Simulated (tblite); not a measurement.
H$_{5}$AsSi, triplet, at the geometry of the source list (a higher spin typed on purpose: for a closed-shell molecule this is an excited state); GFN1-xTB in tblite 0.6.0.

tblite was given this input:
```
$ tblite run mol.xyz --method gfn1 --charge 0 --spin 2 --json tblite.json --no-restart

# file mol.xyz
7

Si    -0.82500000     0.08340000    -0.08740000
As     1.41440000    -0.16390000    -0.65270000
H     -1.64530000    -0.74100000    -0.98860000
H     -1.24900000     1.47660000    -0.27050000
H     -1.17730000    -0.30410000     1.28360000
H      1.63770000    -1.23170000     0.37960000
H      1.84450000     0.88070000     0.33590000
```

Q: Write the output that tblite gives for this input, abridged.

A: 
```
xTB calculator
 | screened Coulomb repulsion
 | Coulomb electrostatics
 |  * isotropic Klopman-Ohno-Mataga-Nishimoto electrostatics
 |  * onsite third-order electrostatics
 | DFT-D3(BJ) dispersion correction

halogen bonding energy    0.0000000000000E+00 Eh
repulsion energy          4.2533732042132E-02 Eh
dispersion energy        -1.9010950823880E-03 Eh
number of electrons       1.4000000000000E+01 e
integral cutoff           3.1748705921966E+01 bohr

------------------------------------------------------------
  cycle        total energy    energy error   density error
------------------------------------------------------------
      1     -6.662866252386  -6.7034989E+00   3.2289854E-01
      2     -6.508046081968   1.5482017E-01   2.5205208E-01
      3     -6.466411913254   4.1634169E-02   2.5924413E-01
      4     -6.734439201596  -2.6802729E-01   2.2713204E-02
      5     -6.735344917817  -9.0571622E-04   8.1957132E-03
      6     -6.735457915586  -1.1299777E-04   2.7701129E-03
      7     -6.735485297548  -2.7381962E-05   4.5901627E-04
      8     -6.735485301655  -4.1064929E-09   1.1127788E-04
      9     -6.735485295695   5.9600316E-09   5.8488601E-05
     10     -6.735485306785  -1.1090215E-08   8.5958642E-06
------------------------------------------------------------

electronic energy        -6.7761179437445E+00 Eh
total energy             -6.7354853067848E+00 Eh

Post processing:
 | Mayer-Wiberg bond orders

[Info] JSON dump of results written to 'tblite.json'
```
